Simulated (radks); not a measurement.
The numbers below are computed, except where a source is named.
Task: All-electron atom: Mn2+ in [Ar] 3d5. Code: a radial shooting solver on a logarithmic mesh with Libxc functionals. Model: non-relativistic Kohn-Sham, TPSS, spin-polarised, spherical densities, point nucleus; open shells are filled with parallel spins first; meta-GGA in the generalised Kohn-Sham scheme. Some entries of the table are withheld. Estimate them.

| orbital | occ. | eigenvalue (hartree) | <1/r> (bohr^-1) |
|---|---|---|---|
| 1s down | 1 | -235.3614 | 24.53 |
| 1s up | 1 | -235.3606 | 24.53 |
| 2s up | 1 | -27.67024 | 5.223 |
| 2s down | 1 | -27.59463 | 5.233 |
| 2p up | 3 | -23.75495 | 5.166 |
| 2p down | 3 | -23.69472 | 5.175 |
| 3s up | 1 | (1) | 1.636 |
| 3s down | 1 | (2) | 1.629 |
| 3p up | 3 | -2.72520 | 1.512 |
| 3p down | 3 | -2.52222 | 1.501 |
| 3d up | 5 | (3) | 1.177 |
| 3d down | 0 | (4) | 1.129 |

Result: 
(1) 3s up eigenvalue (hartree): -3.84290
(2) 3s down eigenvalue (hartree): -3.64044
(3) 3d up eigenvalue (hartree): -0.95254
(4) 3d down eigenvalue (hartree): -0.76528
